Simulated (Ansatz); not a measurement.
Isolated molecules relaxed with PBE0-D4/def2-TZVP in Ansatz; ΔE leaves out vibrations. CBS: MP2 limit from def2 TZ/QZ plus the TZ coupled-cluster correction, frozen cores. This one scheme is used for every species. For Ge outer-core shells are correlated without core-valence functions, which leaves a few kJ/mol of doubt a bond. Scalar relativity is left out up to krypton. Each species was taken in one conformer, which may not be the lowest.

Reaction (cleavage of the Ge–B bond): `[SiH3][GeH2][B](Cl)Cl` + H–F → `[F][GeH2][SiH3]` + `ClBCl`

`[SiH3][GeH2][B](Cl)Cl`:

```xyz
10

Si   -0.438   -1.209    1.154
Ge   -0.351    0.919    0.081
B     0.879    0.741   -1.562
Cl    2.598    0.986   -1.416
Cl    0.234    0.256   -3.108
H    -1.319   -1.153    2.349
H     0.930   -1.610    1.575
H    -0.968   -2.223    0.206
H     0.206    1.961    1.065
H    -1.770    1.333   -0.344
```

H–F:

Z-matrix (Å, degrees):
```
F
H 1 0.920
```

`[F][GeH2][SiH3]`:

```xyz
8

F     1.128    0.924    1.804
Ge    0.154    1.089    0.357
Si   -0.222   -1.118   -0.463
H    -1.122    1.824    0.805
H     0.976    1.984   -0.588
H     1.078   -1.758   -0.787
H    -1.053   -1.031   -1.693
H    -0.939   -1.915    0.564
```

`ClBCl`:

Cartesian coordinates in Å:
```
Cl -0.006 1.231 1.132
B 0.110 -0.011 -0.072
Cl -1.204 -1.109 -0.341
H 1.100 -0.111 -0.719
```

```json
{"species": "`[SiH3][GeH2][B](Cl)Cl`", "CCSD(T)/CBS(def2) energy (Eh)": "-3312.62129"}
{"species": "H–F", "CCSD(T)/CBS(def2) energy (Eh)": "-100.39570"}
{"species": "`[F][GeH2][SiH3]`", "CCSD(T)/CBS(def2) energy (Eh)": "-2468.01111"}
{"species": "`ClBCl`", "CCSD(T)/CBS(def2) energy (Eh)": "-945.02167"}
```

Q: Work out ΔE.

A: ΔE = (-2468.01111) + (-945.02167) − (-3312.62129) − (-100.39570) = -0.01579 Eh = -41.5 kJ/mol.

Largest T1 diagnostic among the species: 0.013.

The D4 term adds +13.4 kJ/mol with B3LYP and +7.7 kJ/mol with PBE0; it sums over pairs of atoms, weighted by their polarisabilities, and B3LYP, whose exchange is more repulsive, gets the larger term. In def2-TZVPP, CCSD(T) changes the Hartree–Fock value by +44.1 kJ/mol (the triples alone add +5.4 kJ/mol) and MP2 by +48.1 kJ/mol.

B3LYP here is the variant with VWN-RPA as its local correlation; programs differ in this.
